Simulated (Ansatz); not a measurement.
`CC[SiH2][TeH]` + H–F → `F[SiH2][TeH]` + `CC`  (ligand exchange at the Si–C bond)

Calculated with Ansatz (gas phase, PBE0-D4/def2-TZVP geometries, no zero-point term in ΔE). CCSD(T)/CBS adds triple-zeta CCSD(T) − MP2 to the extrapolated MP2 energy (def2 sets, frozen cores). This one scheme is used for every species. DFT in def2-TZVPP. B3LYP here is the variant with VWN-RPA as its local correlation; programs differ in this. Elements past krypton have def2 core potentials. For Te outer-core shells are correlated without core-valence functions, which leaves a few kJ/mol of doubt a bond. One conformer a species, not always the lowest.

`CC[SiH2][TeH]`:

Z-matrix (Å, degrees):
```
C
C 1 1.524
H 1 1.093 2 111.1
H 1 1.093 2 111.4 3 120.2
H 1 1.093 2 111.4 3 -119.7
Si 2 1.875 1 114.3 3 59.8
H 2 1.097 1 110.8 3 -179.6
H 2 1.095 1 110.7 3 -62.2
Te 6 2.501 2 112.9 1 -59.7
H 6 1.488 2 110.9 1 55.9
H 6 1.487 2 110.5 1 177.2
H 9 1.659 6 91.6 2 -66.8
```

H–F:

Z-matrix (Å, degrees):
```
F
H 1 0.920
```

`F[SiH2][TeH]`:

Cartesian coordinates in Å:
```
F -1.406 0.629 -1.030
Si 0.081 0.262 -0.571
Te 0.139 -1.598 1.060
H 0.826 -0.202 -1.764
H 0.667 1.487 0.017
H -0.306 -0.578 2.289
```

`CC`:

Z-matrix (Å, degrees):
```
C
C 1 1.519
H 1 1.093 2 111.4
H 1 1.093 2 111.4 3 120.0
H 1 1.093 2 111.4 3 -120.0
H 2 1.093 1 111.4 3 180.0
H 2 1.093 1 111.4 3 -60.0
H 2 1.093 1 111.4 3 60.0
```

```
             level  ΔE (kJ/mol)  difference from CCSD(T)/CBS
            PBE-D4       -124.4                          4.5
         r2SCAN-D4       -138.7                         -9.8
           PBE0-D4       -124.6                          4.3
          B3LYP-D4       -137.6                         -8.7
           ωB97X-V       -136.4                         -7.5
           ωB97M-V       -134.9                         -6.0
            B2PLYP       -144.6                        -15.7
               PBE       -132.9                         -4.0
            r2SCAN       -141.2                        -12.3
              PBE0       -132.4                         -3.5
             B3LYP       -151.3                        -22.4
     HF/def2-TZVPP       -162.1                        -33.2
    MP2/def2-TZVPP       -127.7                          1.2
SCS-MP2/def2-TZVPP       -136.3                         -7.4
   CCSD/def2-TZVPP       -134.7                         -5.8
CCSD(T)/def2-TZVPP       -130.4                         -1.5
     HF/def2-QZVPP       -164.4                        -35.5
    MP2/def2-QZVPP       -127.6                          1.3
SCS-MP2/def2-QZVPP       -136.1                         -7.2
      HF/CBS(def2)       -164.7                        -35.8
     MP2/CBS(def2)       -126.1                          2.8
    CCSD/CBS(def2)       -133.2                         -4.3
       CCSD(T)/CBS       -128.9                            0
```

Largest T1 diagnostic among the species: 0.011.

The D4 term adds +13.7 kJ/mol with B3LYP and +7.8 kJ/mol with PBE0; it sums over pairs of atoms, weighted by their polarisabilities, and B3LYP, whose exchange is more repulsive, gets the larger term. In def2-TZVPP, CCSD(T) changes the Hartree–Fock value by +31.7 kJ/mol (the triples alone add +4.3 kJ/mol) and MP2 by +34.4 kJ/mol.
